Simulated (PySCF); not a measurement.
Mn³⁺ (manganese, charge +3) across methods

[Ar] 3d4, high-spin 5D determinant. All numbers are calculated (PySCF 2.14, the spin-free X2C one-electron Hamiltonian (Gaussian nucleus), in x2c-QZVPPall with one added diffuse shell each of s, p, d, f, g type (12s8p6d5f3g, 128 functions)). The B2PLYP total includes its PT2 part (frozen core); its orbital energies are those of the SCF part.

```csv
method,E (hartree),mean ε 3p α (eV),mean ε 3p β (eV),mean ε 3d α (eV),Σ⟨r²⟩ (bohr²),⟨S²⟩
PBE0,-1156.263,-96.638,-90.421,-45.632,13.13,6.001
UHF,-1155.45008,-109.63,-97.945,-53.043,13.01,6.002
LDA,-1153.993,-91.884,-87.477,-43.028,13.21,6.000
r2SCAN,-1156.444,-93.952,-88.123,-43.364,13.10,6.001
r2SCANh,-1156.441,-95.577,-89.243,-44.418,13.09,6.001
PBE,-1156.215,-91.966,-87.369,-42.887,13.20,6.000
BLYP,-1156.517,-91.730,-87.264,-42.758,13.23,6.001
```

Task: Estimate the same row for B2PLYP.

Result: E (hartree) = -1156.221; mean ε 3p α (eV) = -101.41; mean ε 3p β (eV) = -93.309; mean ε 3d α (eV) = -48.377; Σ⟨r²⟩ (bohr²) = 13.09; ⟨S²⟩ = 6.001.
